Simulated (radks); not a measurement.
Results of a calculation; reference values are marked as such.
Isoelectronic series with 5 electrons, all held in the configuration [He] 2s2 2p1, which need not be the ground one along the series. Code: a radial shooting solver on a logarithmic mesh with Libxc functionals. Model: Dirac Kohn-Sham, LDA (Slater exchange, Perdew-Wang correlation), spin-unpolarised, spherical densities, finite nucleus; open shells fill j = l - 1/2 first; Fermi nuclear charge, rms radius of each element as measured or else 0.836 A^(1/3) + 0.57 fm. Total energies (hartree) and mean radii <r> (bohr) (* marks an orbital that is empty in some or all of the ions):

ion    E (hartree)  2p3/2*   2p1/2   2s1/2
B        -24.35070   2.290   2.289   1.965
N2+      -52.48598   1.136   1.135   1.176
F4+      -91.66941  0.7721  0.7711  0.8413
Al8+    -203.26909  0.4744  0.4731  0.5368
P10+    -275.76208  0.3981  0.3966  0.4545
Cl12+   -359.44941  0.3431  0.3414  0.3939
K14+    -454.39063  0.3014  0.2995  0.3474
Sc16+   -560.65356  0.2687  0.2667  0.3107
V18+    -678.31471  0.2425  0.2403  0.2808
Co22+   -948.18164  0.2028  0.2002  0.2353
Cu24+  -1100.58573  0.1874  0.1847  0.2175
Ga26+  -1264.78515  0.1742  0.1713  0.2021
As28+  -1440.90400  0.1627  0.1596  0.1886

Estimate the row of Mn20+.

Answer. E (hartree) -807.45923; 2p3/2* 0.2209; 2p1/2 0.2185; 2s1/2 0.2561.
